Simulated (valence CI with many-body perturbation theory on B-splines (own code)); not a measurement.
**Hyperfine factors and g values of Sm12+**

Computed by configuration interaction combined with many-body perturbation theory (CI+MBPT): four valence electrons over a frozen Dirac-Fock core [Kr] 4d10, a basis of 7 s, 7 p, 7 d, 7 f, 4 g, 2 h functions for each j, with the one-electron correlation potential Σ1 (screened to all orders), the two-electron term Σ2, the three-electron term Σ3, Breit, model QED; selected single and double excitations, second order for the rest, scaled by the run's own slope (own B-spline code, finite nucleus).

No measured spectrum was set against this ion. As an estimate, terms of the open shell hold to a few per cent of their energy, and close levels can change places; configurations with another count of f electrons can be misplaced by thousands of cm⁻¹.

A/g_I is the dipole constant over the nuclear g factor μ/I (μ in nuclear magnetons, uniformly magnetised nucleus), B/Q the quadrupole constant per barn. Both hold the static response of the core; the bare values leave it out. Large factors of s and p1/2 electrons are usually good to 5 to 10 %; those of open d and f shells near neutrality can be off by tens of per cent, and small factors of p3/2, d and f electrons come from cancelling terms and can be off by a factor of two or in sign, in half-filled shells by more. B is blank for J = 1/2, where it vanishes, and for nearly pure S terms. Energies count from the lowest level. Levels with J = 0 are left out.

Names give the largest LS component (configuration and term), which can be under half, so a name can repeat, a term be missing and a line seem to break the LS rules; names also repeat where a configuration has a term twice. Letters in brackets count levels of one name in rising energy.

| Level | E (cm⁻¹) | g | A/g_I (MHz) | A/g_I bare | B/Q (MHz/b) | B/Q bare |
| --- | --- | --- | --- | --- | --- | --- |
| 4f2 5s2 3H_4 | 0.0 | 0.807 | 1130 | 1080 | 1510 | 1260 |
| 4f2 5s2 3H_5 | 4697 | 1.032 | 815 | 915 | 1610 | 1320 |
| 4f2 5s2 3F_2 | 8682 | 0.676 | 1140 | 936 | -457 | -379 |
| 4f2 5s2 3H_6 | 9414 | 1.165 | 635 | 827 | 1810 | 1470 |
| 4f2 5s2 3F_3 | 11851 | 1.082 | 726 | 853 | -449 | -381 |
| 4f2 5s2 3F_4 | 12337 | 1.134 | 745 | 942 | -99.9 | -98.1 |
| 4f2 5s2 1G_4 | 18606 | 1.105 | 653 | 780 | -38.5 | -29.4 |
| 4f2 5s2 1D_2 | 30051 | 1.046 | 759 | 856 | -1030 | -856 |
| 4f2 5s2 1I_6 | 37192 | 1.000 | 811 | 876 | 3530 | 2910 |
| 4f2 5s2 3P_1 | 37990 | 1.500 | -5.46 | 349 | 534 | 437 |
| 4f2 5s2 3P_2 | 40717 | 1.440 | 423 | 866 | -1100 | -900 |
| 4f3 5s 5I°_4 | 76049 | 0.604 | -10100 | -9570 | 531 | 438 |
| 4f3 5s 5I°_5 | 78065 | 0.900 | 292 | 334 | 514 | 412 |
| 4f3 5s 5I°_6 | 80518 | 1.070 | 4580 | 4440 | 556 | 435 |
| 4f3 5s 5I°_7 | 83263 | 1.177 | 6600 | 6390 | 638 | 492 |
| 4f3 5s 5I°_8 | 86199 | 1.248 | 7660 | 7420 | 748 | 573 |
| 4f3 5s 3I°_5 [a] | 92522 | 0.848 | 3830 | 3570 | 566 | 466 |
| 4f3 5s 5F°_1 | 94639 | 0.021 | -26800 | -25500 | -201 | -161 |
| 4f3 5s 5F°_2 | 95607 | 1.006 | 3900 | 3730 | -105 | -87.9 |
| 4f3 5s 3I°_6 [a] | 96871 | 1.026 | -1590 | -1310 | 652 | 519 |
| 4f3 5s 5F°_3 | 96951 | 1.245 | 9250 | 8880 | -277 | -232 |
| 4f3 5s 5S°_2 | 98093 | 1.976 | 28200 | 27000 |  |  |
| 4f3 5s 5F°_4 | 98177 | 1.286 | 8480 | 8230 | -684 | -565 |
| 4f3 5s 5F°_5 | 98934 | 1.299 | 11400 | 11000 | -961 | -787 |
| 4f3 5s 3H°_4 [a] | 100160 | 0.885 | -7330 | -6740 | -185 | -148 |
| 4f3 5s 3I°_7 [a] | 101170 | 1.138 | -4440 | -3870 | 767 | 597 |
| 4f3 5s 3H°_5 [a] | 102060 | 1.135 | 8620 | 8220 | -155 | -130 |
| 4f3 5s 5G°_2 | 103940 | 0.336 | -17500 | -16600 | -66.1 | -45.6 |
| 4f3 5s 5G°_3 | 104650 | 0.890 | -2270 | -2050 | -52.3 | -36.4 |
| 4f3 5s 3H°_6 [a] | 104810 | 1.181 | 9970 | 9500 | -122 | -119 |
| 4f3 5s 5G°_4 | 106370 | 1.115 | 6720 | 6460 | 95.1 | 80.2 |
| 4f3 5s 3G°_3 [a] | 107690 | 0.804 | -8230 | -7670 | -694 | -563 |
| 4f3 5s 5G°_5 | 108910 | 1.232 | 8390 | 8090 | 92.4 | 70.5 |
| 4f3 5s 3G°_4 [a] | 109960 | 1.070 | 7190 | 6820 | -639 | -517 |
| 4f3 5s 3F°_2 [a] | 110050 | 0.777 | 9730 | 8950 | -542 | -438 |
| 4f3 5s 3K°_6 | 110100 | 0.860 | -7220 | -6670 | 1890 | 1530 |
| 4f3 5s 1H°_5 [a] | 110330 | 1.093 | -468 | -235 | -355 | -294 |
| 4f3 5s 3K°_7 | 111280 | 1.017 | 4880 | 4670 | 1960 | 1580 |

**Question.** Take the isotope of mass number 147, with I = 7/2, μ = -0.809 μN and Q = -0.26 b. What is the hyperfine structure of 4f2 5s2 3F_3?

**Answer.** From the table A = -168 MHz, B = 117 MHz. Shifts from the centre of gravity in MHz: F = 1/2: 2330, F = 3/2: 2060, F = 5/2: 1610, F = 7/2: 991, F = 9/2: 218, F = 11/2: -697, F = 13/2: -1730.
